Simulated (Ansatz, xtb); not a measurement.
# Ranking isomers of C5H8Se

10 gas-phase structures of C5H8Se, from a drawn sample of its isomers (lower ones may exist). Each was relaxed with GFN2-xTB; where two conformers were screened, the lower at r2SCAN-D4/def2-SVP is listed:

A. `C=CC(=C)C[SeH]`, a singlet
B. `C[C@@H]1C=CC[Se]1`, a singlet
C. `C=CC1C[Se]C1`, a singlet
D. `CC1=CC[C@@H]1[SeH]`, a singlet
E. `CC1=C[Se][C@@H]1C`, a singlet
F. `CCC#CC[SeH]`, a singlet
G. `C=C(C)C(C)=[Se]`, a singlet
H. `C/C=C1/C[C@@H]1[SeH]`, a singlet
I. `CC1=CC[Se]C1`, a singlet
J. `C[C@@H]1C=C[Se]C1`, a singlet

Make a reasoned guess at their ranking by r2SCAN-D4/def2-SVP single-point energy.

Calculated order at r2SCAN-D4/def2-SVP: I (0.000), B (0.019), J (0.050), G (0.574), E (0.611), A (0.874), C (0.926), D (0.965), F (1.462), H (1.493) eV. Less than 1 kcal/mol parts I and B; B and J; G and E; C and D; F and H, so the order within those pairs means little.

Energies above the lowest of each column, in eV; the last columns are at PBE0-D3(BJ)/def2-SVP geometries and were run for some of them only (a dash: not run or not comparable):

| structure | GFN2-xTB | HF/STO-3G | r2SCAN-D4/def2-SVP | PBE0-D3(BJ)/def2-SVP | CCSD(T)/def2-SVP + ΔMP2/def2-TZVPP |
| --- | --- | --- | --- | --- | --- |
| I | 0.000 | 0.000 | 0.000 | 0.000 | 0.000 |
| B | 0.116 | 0.127 | 0.019 | 0.108 | 0.074 |
| J | 0.069 | 0.109 | 0.050 | 0.157 | 0.115 |
| G | 0.587 | 2.098 | 0.574 | 0.720 | – |
| E | 0.572 | 1.035 | 0.611 | 0.720 | – |
| A | 1.183 | 2.433 | 0.874 | – | – |
| C | 0.846 | 1.191 | 0.926 | – | – |
| D | 0.830 | 1.580 | 0.965 | – | – |
| F | 1.254 | 2.055 | 1.462 | – | – |
| H | 1.284 | 2.505 | 1.493 | – | – |

Every level run on I puts it lowest or level with the lowest. Flexible structures stand in one conformer each, not always the lowest. Frequencies (GFN2-xTB) were run for B, I, J alone. ΔMP2 is the change of the MP2 energy from the smaller to the larger basis.

Over these structures GFN2-xTB departs from r2SCAN-D4/def2-SVP by 0.111 eV on average once a common shift is removed. A GFN2-xTB relaxation took about 0.069 s and the r2SCAN-D4/def2-SVP energy about 2 s on a shared host (Ansatz 0.2.0, xtb 6.7.1).
